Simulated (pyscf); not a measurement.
# H₃Si–SiH(SiH₃)–Cl, singlet

Gas-phase minimum from PySCF at ωB97X-D3(BJ)/def2-SVP, one conformer. 

```xyz
11

Si    -1.5088    -0.5156    -2.4668
Si    -0.7268     1.3248    -1.2721
Si     1.5389     1.1449    -0.7618
Cl    -0.9187     2.9754    -2.5367
H     -2.9284    -0.3064    -2.8708
H     -0.6622    -0.6800    -3.6836
H     -1.4050    -1.7472    -1.6284
H     -1.5459     1.5735    -0.0517
H      2.0230     2.3901    -0.1006
H      2.2898     0.9295    -2.0322
H      1.7648    -0.0210     0.1437
```

Bonds (Å): Si1–Si2 2.329, Si1–H5 1.491, Si1–H6 1.491, Si1–H7 1.493, Si2–Si3 2.329, Si2–Cl4 2.088, Si2–H8 1.491, Si3–H9 1.491, Si3–H10 1.491, Si3–H11 1.493. Angles (°): Si2–Si1–H5 110.4, Si2–Si1–H6 108.4, Si2–Si1–H7 109.9, H5–Si1–H6 109.6, H5–Si1–H7 109.5, H6–Si1–H7 109.1, Si1–Si2–Si3 112.2, Si1–Si2–Cl4 106.4, Si1–Si2–H8 111.5, Si3–Si2–Cl4 106.4, Si3–Si2–H8 111.6, Cl4–Si2–H8 108.3, Si2–Si3–H9 110.4, Si2–Si3–H10 108.3 (the first ones only).

Properties at ωB97X-D3(BJ)/def2-SVP:

| Item | Value |
|---|---|
| Harmonic wavenumbers, unscaled | 85, 100, 110, 114, 131, 385, 436, 462, 519, 543, 557, 580, 730, 777, 882, 904, 947, 949, 950, 953, 2242, 2242, 2250, 2255, 2258, 2263, 2265 cm⁻¹ |
| Zero-point energy | 38.4 kcal/mol |
| Rotational symmetry number | 1 |
| Entropy of this conformer at 298 K and 1 atm, rigid rotor and harmonic oscillator, modes under 100 cm⁻¹ raised to 100 | 382.5 J/(mol K) |
| Dipole moment | 1.51 D |

Single-point totals, which compare only within one level:

| level | total energy (hartree) |
|---|---|
| ωB97X-D3(BJ)/def2-TZVP | -1333.06711 |
| PBE/def2-TZVP | -1332.31114 |
| r²SCAN/def2-TZVP | -1332.85082 |
| B3LYP-D3(BJ)/def2-TZVP | -1333.07002 |
| PBE0-D3(BJ)/def2-TZVP | -1332.45290 |
| M06-2X/def2-TZVP | -1332.87023 |
| ωB97M-D3(BJ)/def2-TZVP | -1333.13504 |

Soft torsions are taken as harmonic, which can shift the entropy by several J/(mol K).
